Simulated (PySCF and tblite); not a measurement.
Results of a calculation; reference values are marked as such.
C7H4F4, numbered as in [CH2:1]=[C:2]1[CH:3]=[CH:4][C:5]([F:6])=[C:7]1[C:8]([F:9])([F:10])[F:11].

The ensemble was built from 45 distance-geometry starts (ETKDG and KDG, MMFF94s, GFN2-xTB) and rests on GFN2-xTB geometries. Free energies are PBE0-D3(BJ)/pcSseg-1 single points with GFN2-xTB rigid-rotor and vibrational terms (modes under about 100 cm⁻¹ blended into free rotors). Symmetry numbers and mirror images are counted. Conformers within 2.5 kcal/mol (GFN2-xTB free energy) were kept, 2 at most. GIAO shieldings: PBE0/pcSseg-1. Shifts are against TMS (¹H), TMS (¹³C), CFCl3 (¹⁹F) at the same level; of two unlike H on one atom, a is the less shielded. Codes: tblite and PySCF.

(1) List the conformer-averaged shifts at 298.15 K.

Unscaled ¹⁹F shifts at such levels can be off by tens of ppm; differences between conformers or isomers are more reliable. Shifts are unscaled: against experiment ¹³C can be off by 15 ppm or more and ¹H by 0.8 ppm.

Answers

(1) ¹H: 6.84 (H1a, 1H), 6.57 (H3, 1H), 6.53 (H1b, 1H), 6.43 (H4, 1H) ppm. ¹³C: 177.1 (C5), 150.2 (C2), 139.7 (C1), 135.3 (C3), 131.6 (C8), 130.6 (C4), 107.7 (C7) ppm. ¹⁹F: -69.2 (F9/F10/F11), -114.9 (F6) ppm.
